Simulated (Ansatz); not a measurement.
Basis-set series for `[F][Ge][Cl]`. Total charge 0; spin multiplicity 1. The geometry is a stationary point of PBE0-D4/def2-TZVP.

```
functional       basis  functions  energy (Eh)  HOMO (eV)  LUMO (eV)
   PBE0-D4  def2-TZVPP        121  -2636.68292      -8.44      -2.84
   PBE0-D4  def2-QZVPP        216  -2636.74756      -8.49      -2.90
   ωB97M-V  def2-TZVPP        121  -2637.03525     -10.56      -0.84
   ωB97M-V  def2-QZVPP        216  -2637.09772     -10.63      -0.96
```

Give the rows for def2-SVP. (Best estimate.)

Computed: 
| functional | basis | functions | energy (Eh) | HOMO (eV) | LUMO (eV) |
| --- | --- | --- | --- | --- | --- |
| PBE0-D4 | def2-SVP | 64 | -2636.13271 | -8.30 | -2.72 |
| ωB97M-V | def2-SVP | 64 | -2636.48509 | -10.39 | -0.67 |

Scalar relativity is left out up to krypton.
